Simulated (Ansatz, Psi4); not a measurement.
Input for Psi4:
```
memory 2 GB

molecule {
1 1
  P    -0.00000000   -0.00000000   -1.02596741
  P     0.00000000    0.00000000    0.87502951
  H     0.00000000    0.00000000    2.26406841
}

set basis sto-3g
set scf_type pk
set puream true
set d_convergence 1e-8
set dft_radial_points 99
set dft_spherical_points 590

energy('b97m-v')
print_variables()
```

Problem. Write the same job for Ansatz (an electronic-structure program).

Solution. Several could match; the one computed here: 
Ansatz 0.2 input:
```yaml
crystal:
  periodic: [false, false, false]
  atoms:
    - {symbol: P, position_ang: [-0.00000000, -0.00000000, -1.02596741]}
    - {symbol: P, position_ang: [0.00000000, 0.00000000, 0.87502951]}
    - {symbol: H, position_ang: [0.00000000, 0.00000000, 2.26406841]}
basis:
  gaussian:
    orbitals: STO-3G
hamiltonian:
  xc: {name: B97M-V}
total_charge: 1
accuracy: high
```

Both were run: Psi4 gave -675.212348 Eh and Ansatz -675.212345 Eh, 0.003 mEh apart.
